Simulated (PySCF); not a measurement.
Radial density of Gd⁴⁰⁺ (gadolinium, charge +40)

revPBE, [Ar] 3d6, high-spin 5D determinant. All numbers are calculated (PySCF 2.14, scalar relativity by spin-free X2C-1e, in an even-tempered Gaussian basis (18 s from 7.7 bohr⁻², ratio 2.5; 12 p from 10 bohr⁻², ratio 2.5; 8 d from 10 bohr⁻², ratio 2.5; 4 f from 39 bohr⁻², ratio 2.7; 3 g from 59 bohr⁻², ratio 2.7)).

```tsv
r (bohr)	4πr²ρ (e/bohr)	4πr²(ρα − ρβ)
0.0206	80.44	0.0162
0.0347	76.98	0.2443
0.0584	106.8	2.1389
0.0982	83.12	10.4406
0.165	70.97	20.9633
0.278	46.40	10.1932
0.467	2.245	0.4708
0.786	0.003821	0.0010
```

Densities and radii are taken from the X2C orbitals without a picture-change correction, which distorts them close to the nucleus.

Spin-orbit coupling is strong in this species (close to jj coupling), so the high-spin LS determinant is a model state, not a physical level.
